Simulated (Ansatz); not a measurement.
Isolated molecules relaxed with PBE0-D4/def2-TZVP in Ansatz; ΔE leaves out vibrations. CCSD(T)/CBS is the MP2 limit (def2-TZVPP, def2-QZVPP) plus CCSD(T) − MP2 in def2-TZVPP, frozen cores. This one scheme is used for every species, atoms too. For atomizations the MP2-based limit and the directly extrapolated one differ by several kJ/mol either way, and by 10 to 25 for some Ge, Se and Sn compounds, so smaller differences from it don't rank the levels. DFT in def2-TZVPP. HSE06 is defined as in plane-wave codes. No spin–orbit coupling; open shells (•) take unrestricted orbitals. Spin–orbit coupling would lower the free atoms: a little for B, Cl, Si; clearly for Ga. Bonds to Ga are less sure, by a few kJ/mol each and by 10 to 20 or more in all where they break to atoms, as the def2 sets lack core-valence functions. Scalar relativity is left out up to krypton.

Reaction (atomization): `[SiH3][B](Cl)[GaH2]` → B• + Cl• + Ga• + 5 H• + Si•

`[SiH3][B](Cl)[GaH2]`:

```xyz
9

Si   -0.396    0.625    1.468
B    -0.572   -0.379   -0.276
Cl   -2.089   -1.187   -0.629
Ga    0.934   -0.537   -1.716
H     0.741    0.041    2.237
H    -0.040    2.042    1.168
H    -1.620    0.598    2.314
H     1.976   -1.715   -1.686
H     1.067    0.512   -2.880
```

(1) What is ΔE at CCSD(T)/CBS? (Best estimate.)

(2) What do these levels give: revPBE-D4, PBE0-D4, r2SCANh, HSE06, LC-ωPBE, HF/def2-QZVPP? (Estimate.)

Largest T1 diagnostic among the species: 0.015.

Results:

(1) Computed: +2464.6 kJ/mol.

(2) The calculation gave: revPBE-D4 2420.6, PBE0-D4 2456.5, r2SCANh 2473.5, HSE06 2439.1, LC-ωPBE 2451.5, HF/def2-QZVPP 1876.4 kJ/mol.

From BLYP to BHLYP (50 % exact exchange), in def2-TZVPP and without D4, ΔE moves by +21.0 kJ/mol. The D4 term adds +36.5 kJ/mol with B3LYP and +19.1 kJ/mol with PBE0; it sums over pairs of atoms, weighted by their polarisabilities, and B3LYP, whose exchange is more repulsive, gets the larger term.

B3LYP here is the variant with VWN-RPA as its local correlation; programs differ in this.
